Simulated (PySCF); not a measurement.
CH4BrGaO.

```xyz
8

Ga     0.0591    -0.7688     0.0000
Br    -0.1078     1.5474     0.0000
C     -1.4883    -1.9632     0.0000
H     -2.1042    -1.7731     0.8916
H     -1.1517    -3.0095     0.0000
H     -2.1042    -1.7731    -0.8916
O      1.7267    -1.4072     0.0000
H      2.4180    -0.7319     0.0000
```

Coordinates come from a B3LYP-D3(BJ)/def2-SVP optimisation. The structure was generated by enumeration; whether it is a known compound was not checked. The values are those of a single conformer.

The numbers are results of PBE0/pcSseg-1 (PySCF), not measurements. Non-relativistic, no solvent.

Problem. Give the absolute GIAO shielding of each atom: isotropic value and principal components (ppm). (Estimate from the structure and the level; the computed values follow.)

Solution. 
```json
[
 {"atom": "Ga1", "σ(iso)": "1316.6", "σ11": "1143.6", "σ22": "1250.0", "σ33": "1556.2", "span": "412.6"},
 {"atom": "Br2", "σ(iso)": "2554.7", "σ11": "2161.2", "σ22": "2586.4", "σ33": "2916.3", "span": "755.1"},
 {"atom": "C3", "σ(iso)": "187.5", "σ11": "177.8", "σ22": "184.0", "σ33": "200.7", "span": "22.9"},
 {"atom": "H4", "σ(iso)": "30.7", "σ11": "25.5", "σ22": "28.2", "σ33": "38.5", "span": "13.0"},
 {"atom": "H5", "σ(iso)": "30.7", "σ11": "24.9", "σ22": "27.6", "σ33": "39.6", "span": "14.7"},
 {"atom": "H6", "σ(iso)": "30.7", "σ11": "25.5", "σ22": "28.2", "σ33": "38.5", "span": "13.0"},
 {"atom": "O7", "σ(iso)": "220.0", "σ11": "106.5", "σ22": "267.9", "σ33": "285.6", "span": "179.1"},
 {"atom": "H8", "σ(iso)": "28.3", "σ11": "21.0", "σ22": "24.1", "σ33": "39.7", "span": "18.8"}
]
```
